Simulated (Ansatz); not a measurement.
Cost and result for the atomization energy of C2H6AlFOSi, SMILES `C=C(F)[SiH2][O][AlH2]` (12 atoms, 11 bonds).

```xyz
12

C     1.838    1.169   -0.326
C     0.762    0.443   -0.121
F    -0.398    0.865   -0.831
Si    0.308   -1.085    0.920
O    -1.259   -1.238    0.590
Al   -2.151   -0.206   -0.488
H     1.848    2.027   -0.988
H     2.752    0.898    0.187
H     1.141   -2.229    0.472
H     0.612   -0.793    2.343
H    -2.419   -0.770   -1.942
H    -3.035    0.919    0.186
```

Total charge 0; spin multiplicity 1. The geometry is a stationary point of PBE0-D4/def2-TZVP. It is one conformer, not always the lowest. Program: Ansatz. All runs use 4 threads of an Arm Neoverse V1 on a shared host. Times are those of one run each, without the atoms' runs, and a repeat can differ threefold. Electronic energies, without spin–orbit coupling; frozen cores. CCSD(T)/CBS adds CCSD(T) − MP2 in def2-TZVPP to the MP2 limit, and its time is that of the two runs behind it. T1 = 0.013. B3LYP takes the VWN-RPA correlation (the form of Gaussian; ORCA's B3LYP/G).

CCSD(T)/CBS is a level of theory with its own doubt, some kJ/mol a heavy atom from the limit and from the frozen cores, so smaller differences don't rank the functionals.

```csv
level,functions,wall time
PBE-D4/def2-TZVPP (with forces),292,3.8 s
PBE0-D4/def2-TZVPP,292,4.7 s
r2SCAN-D4/def2-TZVPP (with forces),292,7.5 s
B3LYP-D4/def2-TZVPP (with forces),292,8 s
B2PLYP/def2-TZVPP,292,9 s
ωB97X-V/def2-TZVPP,292,12 s
ωB97M-V/def2-TZVPP (with forces),292,18 s
MP2/def2-QZVPP,548,45 s
CCSD(T)/def2-TZVPP,292,6.3 min
CCSD(T)/CBS(def2),–,7.1 min
```

(1) What atomization energy does each give, and how far from CCSD(T)/CBS? (Best estimate.)

## Answers

(1) Ansatz gave: 
```csv
level,atomization (kcal/mol),difference from CCSD(T)/CBS,per bond
PBE-D4/def2-TZVPP (with forces),1076.8,8.8,0.8
PBE0-D4/def2-TZVPP,1057.4,-10.6,-1.0
r2SCAN-D4/def2-TZVPP (with forces),1069.3,1.3,0.1
B3LYP-D4/def2-TZVPP (with forces),1062.8,-5.2,-0.5
B2PLYP/def2-TZVPP,1053.2,-14.8,-1.3
ωB97X-V/def2-TZVPP,1069.5,1.5,0.1
ωB97M-V/def2-TZVPP (with forces),1068.9,0.9,0.1
MP2/def2-QZVPP,1076.9,8.9,0.8
CCSD(T)/def2-TZVPP,1038.8,-29.2,-2.7
CCSD(T)/CBS(def2),1068.0,0.0,0.0
```

The D4 term adds +11.1 kcal/mol with B3LYP and +5.8 kcal/mol with PBE0; it sums over pairs of atoms, weighted by their polarisabilities, and B3LYP, whose exchange is more repulsive, gets the larger term. In def2-TZVPP, CCSD(T) changes the Hartree–Fock value by +254.0 kcal/mol (the triples alone add +16.1 kcal/mol) and MP2 by +274.4 kcal/mol; breaking electron pairs costs correlation energy, which Hartree–Fock lacks. From PBE to PBE0 (25 % exact exchange), in def2-TZVPP and without D4, the atomization energy moves by −18.3 kcal/mol: exact exchange takes away binding that semilocal exchange gives to molecules.
